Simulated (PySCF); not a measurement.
# How methods differ on the ionisation energy of Sc²⁺

Sc²⁺ [Ar] 3d1 (2D) → Sc³⁺ [Ar] (1S), as a difference of total energies. Computed with PySCF 2.14 in x2c-QZVPPall (11s7p5d3f2g, 96 functions), with the spin-free X2C one-electron Hamiltonian (Gaussian nucleus). Correlated levels: valence and next inner shell: [Ne] frozen. The calculations carry no spin-orbit coupling.

```
                                method  ionisation energy (eV)  difference from reference (eV)
                                   UHF                  23.875                          -0.882
    MP2 (valence and next inner shell)                  24.354                          -0.403
SCS-MP2 (valence and next inner shell)                  24.312                          -0.445
   CCSD (valence and next inner shell)                  24.354                          -0.403
CCSD(T) (valence and next inner shell)                  24.366                          -0.391
```

Reference: 24.757 eV (measured; NIST Atomic Spectra Database, ionization energies).

The reference lies between the lowest fine-structure levels, while these numbers refer to the centres of the terms.

Errors of the correlated levels include the incompleteness of this basis and the frozen core.
